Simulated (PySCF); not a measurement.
Species: C5H7F3O.
SMILES with atom numbers: `[F:1][C:2]([F:3])([F:4])[C@@H:5]1[CH2:6][CH2:7][O:8][CH2:9]1` (hydrogens: H10 on C5; H11, H12 on C6; H13, H14 on C7; H15, H16 on C9)

The same species was optimised twice, with GFN2-xTB and with PBE0-D3(BJ)/def2-SVP (PySCF), and the same property calculations (PySCF, gas phase) were run on both structures.

```tsv
coordinate	GFN2-xTB	PBE0-D3(BJ)/def2-SVP	change
C6–C7 (Å)	1.536	1.525	-0.011
C2–C5 (Å)	1.517	1.508	-0.009
F1–C2 (Å)	1.343	1.336	-0.007
C7–O8 (Å)	1.410	1.405	-0.005
C2–F4 (Å)	1.343	1.338	-0.005
C5–C6 (Å)	1.540	1.537	-0.003
C5–C9 (Å)	1.550	1.549	-0.001
O8–C9 (Å)	1.404	1.403	-0.001
C2–F3 (Å)	1.341	1.340	-0.001
F3–C2–C5 (°)	113.0	111.9	-1.1
F1–C2–F4 (°)	106.4	107.5	+1.1
C2–C5–C6 (°)	111.6	112.6	+1.0
F4–C2–C5 (°)	112.1	111.3	-0.8
C2–C5–C9 (°)	111.1	111.9	+0.8
F3–C2–F4 (°)	106.4	107.2	+0.8
F1–C2–F3 (°)	106.3	107.1	+0.8
C6–C7–O8 (°)	105.0	104.2	-0.8
F1–C2–C5–C6 (°)	-66	-64	+2
```

Rotational constants: A = 3080, B = 1211, C = 1084 MHz (GFN2-xTB) against A = 3053, B = 1236, C = 1108 MHz (PBE0-D3(BJ)/def2-SVP). Point groups within 0.08 Å: C1 and C1.

On the GFN2-xTB structure: HOMO (eV) -7.74 [PBE0/pcSseg-1]; LUMO (eV) 1.12 [PBE0/pcSseg-1]; dipole (D) 1.51 [PBE0/pcSseg-1]; GIAO shielding of F1/F3/F4 (mean) (ppm) 257.4 [PBE0/pcSseg-1]; GIAO shielding of C2 (ppm) 49.7 [PBE0/pcSseg-1]; GIAO shielding of C5 (ppm) 139.4 [PBE0/pcSseg-1]; GIAO shielding of C6 (ppm) 155.5 [PBE0/pcSseg-1]; GIAO shielding of C7 (ppm) 114.7 [PBE0/pcSseg-1]; GIAO shielding of O8 (ppm) 272.9 [PBE0/pcSseg-1]; GIAO shielding of C9 (ppm) 115.3 [PBE0/pcSseg-1].

Task: What do these properties become on the PBE0-D3(BJ)/def2-SVP structure?

Result: 
```tsv
property	level	on GFN2-xTB	on PBE0-D3(BJ)/def2-SVP	change
HOMO (eV)	PBE0/pcSseg-1	-7.74	-7.69	+0.05
LUMO (eV)	PBE0/pcSseg-1	1.12	1.10	-0.02
dipole (D)	PBE0/pcSseg-1	1.51	1.48	-0.03
energy, GFN2-xTB geometry as zero (kcal/mol)	PBE0/pcSseg-1	0.0	-0.1	-0.1
GIAO shielding of F1/F3/F4 (mean) (ppm)	PBE0/pcSseg-1	257.4	261.1	+3.7
GIAO shielding of C2 (ppm)	PBE0/pcSseg-1	49.7	51.1	+1.4
GIAO shielding of C5 (ppm)	PBE0/pcSseg-1	139.4	139.6	+0.2
GIAO shielding of C6 (ppm)	PBE0/pcSseg-1	155.5	154.2	-1.3
GIAO shielding of C7 (ppm)	PBE0/pcSseg-1	114.7	115.2	+0.5
GIAO shielding of O8 (ppm)	PBE0/pcSseg-1	272.9	276.2	+3.3
GIAO shielding of C9 (ppm)	PBE0/pcSseg-1	115.3	115.6	+0.3
```

The heavy atoms differ by 0.046 Å rms after alignment. Among bonds between heavy atoms C6–C7 changes most (-0.011 Å). Changes are differences of the printed values. Neither structure is proved a minimum here.
